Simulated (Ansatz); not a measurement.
# A geometry optimisation of B2Cl2GeH4 with B3LYP-D3(BJ)/def2-SVP

The starting geometry of this gas-phase singlet was optimised with GFN2-xTB.

```
atom    x (Å)    y (Å)    z (Å)
   B   0.9577  -0.3491  -0.6338
   B  -0.6584  -0.5989  -0.2862
  Cl  -1.8597   0.9312  -0.2272
  Cl   0.4495   3.3084  -0.6991
  Ge   0.0150   1.7760   0.7706
   H  -1.0134  -1.3058   0.5921
   H   1.4176   0.4491  -1.3686
   H  -0.8204  -1.0799  -1.3723
   H   1.6736  -1.2445  -0.3804
```

Problem. Where would you expect an optimisation with B3LYP-D3(BJ)/def2-SVP to take it?

Solution. A new bond forms, giving a structure with H8 bridging B1 and B2, given below by its coordinates. Distances that change by over a tenth: B2–Ge5 (2.69 → 2.33 Å), Cl3–Ge5 (2.29 → 2.71 Å). Contacts that close: B1–H8 (2.06 → 1.37 Å).

The energy falls by 0.80 eV over 23 steps:

```csv
step,E − E(last) (eV)
1,0.799
3,0.329
6,0.044
8,0.014
11,0.009
13,0.006
16,0.001
18,0.000
21,0.000
23,0.000
```

Final geometry (Å):

```yaml
atoms:
  - { symbol: B, position_ang: [0.7826, -0.2387, -0.8063] }
  - { symbol: B, position_ang: [-0.7498, -0.4301, -0.1220] }
  - { symbol: Cl, position_ang: [-2.1448, 0.7342, -0.5052] }
  - { symbol: Cl, position_ang: [0.8428, 3.0414, -0.5208] }
  - { symbol: Ge, position_ang: [0.0558, 1.5131, 0.8737] }
  - { symbol: H, position_ang: [-0.9965, -1.2143, 0.7520] }
  - { symbol: H, position_ang: [1.0226, 0.4696, -1.7408] }
  - { symbol: H, position_ang: [-0.2724, -1.0192, -1.1937] }
  - { symbol: H, position_ang: [1.6210, -0.9695, -0.3417] }
```

Frequencies at the end are all real (lowest 47 cm⁻¹). Run with Ansatz 0.2.0, 88 s on 2 threads of Intel(R) Xeon(R) Platinum 8488C (Sapphire Rapids), with other jobs on the host.
